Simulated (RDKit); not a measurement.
RDKit input (MMFF94):

```python
from rdkit import Chem
from rdkit.Chem import AllChem, rdDetermineBonds

mol = Chem.MolFromXYZFile('mol.xyz')
rdDetermineBonds.DetermineBonds(mol, charge=1)
print('SMILES', Chem.MolToSmiles(Chem.RemoveHs(mol)))
ff = AllChem.MMFFGetMoleculeForceField(mol, AllChem.MMFFGetMoleculeProperties(mol))
e0 = ff.CalcEnergy()
flag = ff.Minimize(maxIts=5000, forceTol=1e-5)
print(f'energy {e0:.4f} -> {ff.CalcEnergy():.4f} kcal/mol, converged: {flag == 0}')
print(Chem.MolToXYZBlock(mol))
```
mol.xyz:
```
8

O      0.97013400    -1.28921000    -0.00044800
Si     0.17822700     0.07248800     0.02477500
O     -1.45765800    -0.57902000    -0.21301500
F     -0.00093700     0.82202300     1.37225000
F      0.37819200     1.06820000    -1.14860500
H      1.89554200    -1.45433400    -0.21310200
H     -1.60694300    -1.50242300    -0.48589900
H     -2.27887900    -0.12423900     0.04704000
```

Output:

```
SMILES O[Si]([OH2+])(F)F
energy -116.4351 -> -143.7926 kcal/mol, converged: True
8

O      0.810246   -1.455493    0.049102
Si     0.025408   -0.030443   -0.124317
O     -1.548939   -0.378055   -0.491141
F     -0.015721    0.736422    1.264787
F      0.674601    0.834512   -1.280715
H      1.776606   -1.383311    0.152202
H     -1.586490   -1.359770   -0.422243
H     -2.058034    0.049623    0.235320
```

The dipole moment of an ion depends on the origin.

The geometry given is a B3LYP-D3(BJ)/def2-TZVP minimum.
